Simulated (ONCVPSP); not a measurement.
**PBE ONCV dataset for Pm, scalar-relativistic all-electron reference.**

Pm, optimised norm-conserving Vanderbilt (ONCV), made with ONCVPSP 4.0.1 (PBE, scalar-relativistic). Core [Kr] 4d10, reference 4f5 5s2 5p6 6s1.75 6p0.25. Waves: 5s+6s: rc 2.70 bohr, ncon 3, nbas 7, qcut 3.9 1/bohr, 2 projectors; 5p+6p: rc 3.00 bohr, ncon 5, nbas 8, qcut 3.8 1/bohr, 2 projectors; d scattering state at 0.08 Ha: rc 3.10 bohr, ncon 4, nbas 7, qcut 2.8 1/bohr, 2 projectors, debl 2.2 Ha; 4f: rc 1.30 bohr, ncon 3, nbas 8, qcut 14.1 1/bohr, 2 projectors, debl 2 Ha. Local part: polynomial inside 1.10 bohr (lpopt 5, dvloc0 2 Ha). Core correction: Teter function, parameters optimised by the program.

In the d channel the program set the typed energies aside and used -0.075, 2.125 Ha.

All-electron outer shells of the reference configuration (PBE, scalar-relativistic, ld1.x):

| shell | level (eV) | outermost node (bohr) | outermost maximum (bohr) |
| --- | --- | --- | --- |
| 4d | -123.07 | 0.29 | 0.60 |
| 5s | -42.20 | 0.70 | 1.29 |
| 5p | -23.00 | 0.75 | 1.46 |
| 6s | -3.73 | 1.73 | 3.72 |
| 4f | -2.47 | – | 0.64 |
| 6p | -1.37 | 2.09 | 4.96 |

What the tests gave:

```
Cutoffs needed             : 76 Ha and 87 Ha (the cutoffs (Ha) at which the residual kinetic energy of the hardest occupied pseudo-wave falls to 1 and 0.1 mHa per electron)
Ghost test                 : ghosts flagged at negative energy: s at -71.9 eV; GHOST(+) flagged for p at 51.9 eV, d at 106.0 eV; a true bound ghost makes a file unfit for plane-wave use
Configuration tests        : tests left out (the all-electron energies of this program are off by 10 to 40 meV for near-neutral 4f atoms)
rms error of d²Exc/dni dnj : 6.98 mHa without and 1.77 mHa with the model core
```

Generation and tests took about 11 s on one core of a shared server CPU.
